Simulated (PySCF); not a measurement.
`C=Cc1csc(F)c1`, C₆H₅FS

Geometry (Å), atoms numbered from 1 in this order:
```xyz
13

C     2.1365   -0.7348    0.4004
C     1.4292    0.2684   -0.1058
C    -0.0176    0.3336   -0.1654
C    -0.6856    1.3983   -0.7027
S    -2.3951    1.2316   -0.6536
C    -2.2054   -0.3112    0.1099
F    -3.2851   -1.0216    0.4393
C    -0.9176   -0.6663    0.3097
H     1.6752   -1.6108    0.8223
H     3.2123   -0.7122    0.4094
H     1.9356    1.1307   -0.5198
H    -0.2624    2.2850   -1.1314
H    -0.6243   -1.5901    0.7701
```

Computed, not measured: GIAO HF/pcSseg-1 magnetisability, rotational g tensor and spin-rotation constants, non-relativistic, gas phase (PySCF). Geometry: GFN2-xTB.

Q: Give the nuclear spin-rotation constants along the inertial axes (H = +C I·J) beside the isotropic shieldings.

A: Rotational constants 3.5801, 1.2124, 0.9057 GHz. A star marks the isotopologue with that one atom substituted, in its own axes.
| atom | isotope | Caa (kHz) | Cbb (kHz) | Ccc (kHz) | mean (kHz) | σ (ppm) |
| --- | --- | --- | --- | --- | --- | --- |
| F7 | 19F | 3.748 | 1.091 | 0.151 | 1.663 | 348.2 |
| H9 | 1H | -0.266 | 0.077 | -0.104 | -0.098 | 26.2 |
| H10 | 1H | 0.322 | -0.130 | -0.103 | 0.030 | 26.5 |
| H11 | 1H | -0.208 | 0.073 | -0.102 | -0.079 | 25.3 |
| H12 | 1H | -0.280 | 0.088 | -0.109 | -0.101 | 25.7 |
| H13 | 1H | -0.288 | 0.097 | -0.101 | -0.097 | 25.1 |
| C1 | 13C* | 1.476 | 0.400 | 0.103 | 0.660 | 72.4 |
| C2 | 13C* | 1.559 | 0.459 | 0.115 | 0.711 | 54.6 |
| C3 | 13C* | 1.578 | 0.480 | 0.114 | 0.724 | 50.9 |
| C4 | 13C* | 1.296 | 0.444 | 0.127 | 0.622 | 70.4 |
| S5 | 33S* | 1.287 | 0.358 | 0.243 | 0.630 | 387.3 |
| C6 | 13C* | 1.417 | 0.579 | 0.225 | 0.740 | 14.0 |
| C8 | 13C* | 1.063 | 0.479 | 0.105 | 0.549 | 84.6 |

For the geometry as given, no vibrational averaging.

Q: How do the rotational constants and the g tensor change when H9, H10, H11, H12, H13 are replaced by deuterium?

A: Constants 3.2415, 1.1165, 0.8305 GHz; g -0.0458, -0.0197, 0.0058, against -0.0505, -0.0212, 0.0064 before.
